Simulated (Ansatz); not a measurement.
A nudged elastic band was laid between two geometries of CH8AlNSi (12 atoms, charge 0, multiplicity 1).

The calculation used Ansatz 0.2.0, RKS PBE-D4/6-31G.

- movable images: 9
- climbing image: yes
- spring: 5.0 eV/Å²
- optimiser: quadratic models (default)
- start path: IDPP
- force threshold: 0.05 eV/Å
- iteration limit: 53
- end points: relaxed

First end point:

```xyz
12
Properties=species:S:1:pos:R:3
C -0.400 1.416 -0.315
N -0.020 0.064 0.162
Al 0.053 -0.352 1.933
Si 0.367 -1.127 -1.143
H -1.288 1.376 -0.977
H -0.646 2.071 0.538
H 0.425 1.892 -0.881
H -0.331 0.847 2.947
H 0.493 -1.851 2.329
H -0.818 -1.290 -2.082
H 1.544 -0.652 -1.982
H 0.698 -2.450 -0.493
```

Last end point:

```xyz
12
Properties=species:S:1:pos:R:3
C 0.367 1.460 -0.105
N -0.060 0.062 0.148
Al -0.975 -0.410 1.651
Si 0.395 -1.126 -1.138
H -0.077 1.856 -1.039
H 0.049 2.115 0.725
H 1.468 1.536 -0.193
H -1.288 0.794 2.681
H -1.387 -1.958 1.825
H -0.101 -2.489 -0.718
H -0.217 -0.738 -2.475
H 1.904 -1.157 -1.328
```

Question: What changes between the two ends?

Answer: No bond is made or broken. The dihedral Al3–N2–Si4–H12 goes from 2 to -121°. The two ends are copies of one structure, up to a mirror image or an exchange of like atoms.

Question: Give the energies along the band, and the barrier.

Answer: The run converged. The highest image is number 5 of 0 to 10, 2.2 kcal/mol above the ends, which have the same energy within 2 meV. A vibrational analysis at the climbing image gives one clearly imaginary mode, 148i cm⁻¹: a first-order saddle point. Limits of this set-up: no polarisation functions.

```csv
image,path coordinate (Å),energy (kcal/mol),dihedral Al3–N2–Si4–H12 (°)
0,0.00,0.0,2
1,0.47,0.2,-11
2,0.95,0.7,-24
3,1.42,1.3,-37
4,1.90,1.9,-49
5,2.37,2.2,-60
6,2.84,1.9,-72
7,3.31,1.4,-84
8,3.78,0.7,-96
9,4.25,0.2,-108
10,4.72,0.0,-121
```

Question: What is the geometry of the highest image?

Answer: 
```xyz
12
Properties=species:S:1:pos:R:3
C 0.193 1.501 -0.201
N -0.043 0.077 0.151
Al -0.687 -0.415 1.781
Si 0.344 -1.153 -1.127
H -0.414 1.814 -1.072
H -0.082 2.149 0.650
H 1.255 1.693 -0.442
H -0.995 0.770 2.834
H -0.887 -2.000 2.011
H -0.875 -1.959 -1.535
H 0.856 -0.402 -2.340
H 1.412 -2.132 -0.677
```

Question: What are the harmonic wavenumbers there?

Answer: 148i, 162, 177, 238, 279, 285, 472, 523, 545, 638, 653, 691, 848, 878, 890, 918, 1084, 1118, 1174, 1452, 1492, 1506, 1830, 1857, 2091, 2102, 2121, 2948, 3014, 3045 cm⁻¹.

The run took 2.6 min on 1 CPU thread of a shared host.
